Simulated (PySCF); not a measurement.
Atoms are numbered as in `[CH3:1][Si:2]([CH3:3])([CH3:4])[CH3:5]`. Each H is labelled by its parent atom.

Geometry: GFN2-xTB; GIAO absolute shieldings from PySCF 2.14.0 with density-fitted response routines, gas phase, non-relativistic, averaged over equivalent atoms.

At HCTH407/6-311+G(2d,p) (215 basis functions, roughly 23 core-seconds):
| atoms | σ (ppm) |
| --- | --- |
| C1/C3/C4/C5 | 186.2 |
| Si2 | 335.7 |
| H(C1)/H(C3)/H(C4)/H(C5) | 31.96 |

Predict the values at revPBE/6-311+G(2d,p) on the same geometry.

Answers


```csv
atoms,"σ at revPBE/6-311+G(2d,p)",change
C1/C3/C4/C5,185.5,-0.7
Si2,330.7,-5.0
H(C1)/H(C3)/H(C4)/H(C5),32.04,+0.08
```

The largest change is at Si2 (silicon bonded to 4 C). Cost: 215 basis functions, of the order of 23 core-seconds.
